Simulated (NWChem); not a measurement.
All runs are NWChem calculations. System: CH₃BrOSi, charge 0, spin multiplicity 1, displaced from the optimised geometry. The structure started from a generated list of species. Level: B3LYP/def2-SVP, VWN1-RPA local correlation.

The NWChem input:

```
start mol
memory heap 200 mb stack 800 mb global 1000 mb
geometry units angstroms nocenter noautoz
  Si    -0.423628     1.331302     0.000000
  Br    -0.768223    -1.014908     0.000000
  O      1.251829     1.474073     0.000000
  C      2.427188     0.635816     0.000000
  H      2.154353    -0.454450     0.000000
  H      3.043245     0.865258    -0.911348
  H      3.043245     0.865258     0.911348
  symmetry group Cs
end
basis spherical
  * library def2-svp
end
dft
  xc b3lyp
  semidirect memsize 60000000 filesize 0
  iterations 100
  grid coarse
end
task dft gradient
```

Part of the output:

```
             Northwest Computational Chemistry Package (NWChem) 7.3.0
             --------------------------------------------------------

                                NWChem Input Module
                                -------------------

 Scaling coordinates for geometry "geometry" by  1.889725989
 (inverse scale =  0.529177249)

 Turning off AUTOSYM since
 SYMMETRY directive was detected!

                             Geometry "geometry" -> ""
                             -------------------------

 Output coordinates in angstroms (scale by  1.889725989 to convert to a.u.)

  No.       Tag          Charge          X              Y              Z
 ---- ---------------- ---------- -------------- -------------- --------------
    1 Si                  14.0000    -0.42362800     1.33130200     0.00000000
    2 Br                  35.0000    -0.76822300    -1.01490800     0.00000000
    3 O                    8.0000     1.25182900     1.47407300     0.00000000
    4 C                    6.0000     2.42718800     0.63581600     0.00000000
    5 H                    1.0000     2.15435300    -0.45445000     0.00000000
    6 H                    1.0000     3.04324500     0.86525800    -0.91134800
    7 H                    1.0000     3.04324500     0.86525800     0.91134800

 Effective nuclear repulsion energy (a.u.)     291.0246089296

            Nuclear Dipole moment (a.u.)
            ----------------------------
        X                 Y               Z
 ---------------- ---------------- ----------------
     0.0000113384    -0.0000113384     0.0000000000

      Symmetry information
      --------------------

 Group name             Cs
 Group number              2
 Group order               2
 No. of unique centers     6

      Symmetry unique atoms

     1    2    3    4    5    6


 Summary of "ao basis" -> "" (spherical)
 ------------------------------------------------------------------------------
       Tag                 Description            Shells   Functions and Types
 ---------------- ------------------------------  ------  ---------------------
[...]
          AO basis - number of functions:    93
                     number of shells:    41
          Convergence on energy requested:  1.00D-06
          Convergence on density requested:  1.00D-05
          Convergence on gradient requested:  5.00D-04

              XC Information
              --------------
                         B3LYP Method XC Potential
                     Hartree-Fock (Exact) Exchange  0.200
                        Slater Exchange Functional  0.800 local
                    Becke 1988 Exchange Functional  0.720 non-local
              Lee-Yang-Parr Correlation Functional  0.810
                  VWN I RPA Correlation Functional  0.190 local

             Grid Information
             ----------------
          Grid used for XC integration:  coarse
          Radial quadrature: Mura-Knowles
          Angular quadrature: Lebedev.
          Tag              B.-S. Rad. Rad. Pts. Rad. Cut. Ang. Pts.
          ---              ---------- --------- --------- ---------
          Si                  1.10       70          10.0       302
          Br                  1.15       95          11.0       302
          O                   0.60       35           9.0       302
          C                   0.70       35          10.0       302
          H                   0.35       35          11.0       302
          Grid pruning is: on
          Number of quadrature shells:   305
          Spatial weights used:  Erf1

          Convergence Information
          -----------------------
          Convergence aids based upon iterative change in
          total energy or number of iterations.
          Levelshifting, if invoked, occurs when the
          HOMO/LUMO gap drops below (HL_TOL):  1.00D-02
          DIIS, if invoked, will attempt to extrapolate
          using up to (NFOCK): 10 stored Fock matrices.

                    Damping( 0%)  Levelshifting(0.5)       DIIS
                  --------------- ------------------- ---------------
          dE  on:    start            ASAP                start
          dE off:    2 iters        100 iters           100 iters

      Screening Tolerance Information
      -------------------------------
          Density screening/tol_rho:  1.00D-10
          AO Gaussian exp screening on grid/accAOfunc:  14
          CD Gaussian exp screening on grid/accCDfunc:  20
          XC Gaussian exp screening on grid/accXCfunc:  20
          Schwarz screening/accCoul:  1.00D-08

                            NWChem DFT Gradient Module
                            --------------------------

  charge          =   0.00
  wavefunction    = closed shell

  Using symmetry

                         DFT ENERGY GRADIENTS

    atom               coordinates                        gradient
                 x          y          z           x          y          z
   1 Si     -0.800541   2.515796   0.000000   -0.018576   0.008141   0.000000
   2 Br     -1.451731  -1.917898   0.000000   -0.001671  -0.008897   0.000000
   3 O       2.365614   2.785594   0.000000    0.003535   0.010435   0.000000
   4 C       4.586720   1.201518   0.000000    0.002157  -0.000288   0.000000
   5 H       4.071137  -0.858786   0.000000   -0.002326  -0.013600   0.000000
   6 H       5.750899   1.635101  -1.722198    0.008441   0.002104  -0.010941
   7 H       5.750899   1.635101   1.722198    0.008441   0.002104   0.010941

                 ----------------------------------------
                 |  Time  |  1-e(secs)   |  2-e(secs)   |
                 ----------------------------------------
                 |  CPU   |       0.01   |       7.88   |
                 ----------------------------------------
                 |  WALL  |       0.01   |       7.88   |
                 ----------------------------------------

 Task  times  cpu:       11.4s     wall:       11.4s

 Total times  cpu:       11.4s     wall:       11.4s
```
